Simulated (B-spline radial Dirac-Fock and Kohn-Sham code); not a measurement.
**Kohn-Sham estimates against Dirac-Fock for the levels of Te⁴⁺**

System: tellurium as Te⁴⁺, configuration [Kr] 4d9 5s2 5p1 (not the ground configuration).

The density-functional columns are spherical, spin-unpolarised Dirac-Kohn-Sham results without Breit or QED terms: −ε is minus the orbital energy of the initial state and ΔSCF the difference of two total energies. The reference in the last column comes from Dirac-Fock ΔSCF + Breit + QED. All numbers are from a radial atomic solver, in eV; a selection of levels is shown. The Kohn-Sham columns are given as differences from the reference. For the 1s level of heavy atoms much of the gap between ΔSCF and the reference is the Breit and QED part, -109.1 eV here; for other levels the error of the functional can be larger.

```tsv
level	LDA −ε − DF	LDA ΔSCF − DF	Dirac-Fock
K (1s)	-256.6	+98.8	31879.6
L1 (2s)	-117.9	-52.4	5012.9
L2 (2p1/2)	-88.0	-6.9	4680.3
L3 (2p3/2)	-91.2	-15.3	4409.4
M1 (3s)	-59.5	-35.8	1076.1
M2 (3p1/2)	-47.4	-22.9	939.2
M3 (3p3/2)	-46.8	-23.1	887.6
M4 (3d3/2)	-28.9	-2.8	648.9
N1 (4s)	-25.4	-13.7	241.1
N2 (4p1/2)	-19.0	-7.6	191.4
N3 (4p3/2)	-19.1	-7.9	181.5
N4,5 (4d)	-9.1	+1.1	101.1
O1 (5s)	-3.2	+2.8	59.95
O2,3 (5p)	-4.3	+1.0	48.68
```

Values without a named source are computed, but for edge energies of neutral atoms, which are taken from tables.
